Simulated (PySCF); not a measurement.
# Rh (rhodium, neutral): UHF calculation

Configuration: [Kr] 4d7 5s1 5p1, one real determinant (an excited configuration). Computed with PySCF 2.14 in def2-QZVPPD with the def2 core potential (28 electrons) (7s5p4d4f2g, 88 functions), with scalar relativity through the core potential.

| Item | Value |
| --- | --- |
| Total energy | -109.641147 hartree |
| One-electron energy | -191.0734 hartree |
| Hartree (Coulomb) energy | 92.0207 hartree |
| Exchange energy | -10.5885 hartree |
| ⟨S²⟩ | 8.7547 |
| ⟨L²⟩ | 14.001 |
| Sum of ⟨r⟩ | 26.27 bohr |
| Sum of ⟨r²⟩ | 60.02 bohr² |
| Traceless quadrupole moment −½Σ⟨3z² − r²⟩ along its main axis | -8.77 e·bohr² |

| shell | electrons | mean orbital energy (hartree) | spread (hartree) | rms radius, mean of both spins (bohr) |
| --- | --- | --- | --- | --- |
| 4s α | 1 | -4.06690 | 0 | 1.05 |
| 4s β | 1 | -3.85116 | 0 | 1.05 |
| 4p α | 3 | -2.68754 | 0.01305 | 1.16 |
| 4p β | 3 | -2.42555 | 0.02251 | 1.16 |
| 4d α | 5 | -0.65864 | 0.04983 | 1.61 |
| 4d β | 2 | -0.55705 | 0.00718 | 1.61 |
| 5s α | 1 | -0.36131 | 0 | 3.38 |
| 5p α | 1 | -0.18300 | 0 | 4.50 |

⟨L²⟩ = 14.00 against 20 for a pure G term, so this real determinant mixes terms. Energies and moments cover only the electrons outside the core potential.
